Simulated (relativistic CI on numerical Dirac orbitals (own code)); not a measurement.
# Radial parameters of Pb³⁺

Calculated at this level of theory: Dirac-Coulomb-Breit CI, KLI orbitals optimised for each configuration, model QED, valence Slater integrals scaled by 0.85, P86 correlation energy added to each configuration (own radial code, finite nucleus).

Slater integrals F^k, G^k are unscaled and averaged over j, outside the closed core [Xe] 4f14; ζ comes from projecting the Hamiltonian with its Breit term on Σ l·s of the shell.

- 5d¹⁰6p: ζ(6p) = 13184 cm⁻¹; <r>(6p) = 2.599, <r^2>(6p) = 7.578 (bohr units).
- 5d¹⁰6d: ζ(6d) = 800.15 cm⁻¹; <r>(6d) = 3.766, <r^2>(6d) = 15.82 (bohr units).
- 5d⁹6s²: ζ(5d) = 8210.5 cm⁻¹; <r>(5d) = 1.259, <r^2>(5d) = 1.825 (bohr units).

In this model ζ of a weakly bound d, f or g electron outside closed shells comes out too small, for d by up to a factor of two or three and at times with the wrong sign; that of an outer p electron is too small as well.

For a near-neutral ion this model can misplace configurations by up to about 10,000 cm⁻¹ (more where the count of f electrons changes) and terms by 10 to 25 % of their spread. Rates follow the energies as ν³ (E1, M1) or ν⁵ (E2), so they and the lifetimes can be off by large factors. The fine structure of a lone outer electron comes out too small, for d and f at times inverted, and misplaced configurations move strength between like terms. 10 of the 10 excited levels that our extract of the measured tables holds in this range could be paired (the sources list more); they are missed by 6519 cm⁻¹ on average and 8997 at most, and levels without a partner can miss by more.

Averages of the first 10 configurations, taken without configuration mixing, which lowers the lowest level and can move excited configurations by several eV; other configurations of the list can lie among them:

| Configuration | Parity | States | Average energy above the lowest level (eV) |
| --- | --- | --- | --- |
| 5d¹⁰6s | even | 2 | 0.0 |
| 5d¹⁰6p | odd | 6 | 11.0 |
| 5d¹⁰6d | even | 10 | 22.3 |
| 5d⁹6s² | even | 10 | 14.7 |
| 5d¹⁰6f | odd | 14 | 31.7 |
| 5d¹⁰7s | even | 2 | 22.1 |
| 5d⁹6s6p | odd | 120 | 25.0 |
| 5d⁹6s5f | odd | 280 | 41.9 |
| 5d¹⁰7p | odd | 6 | 25.7 |
| 5d¹⁰5f | odd | 14 | 26.5 |
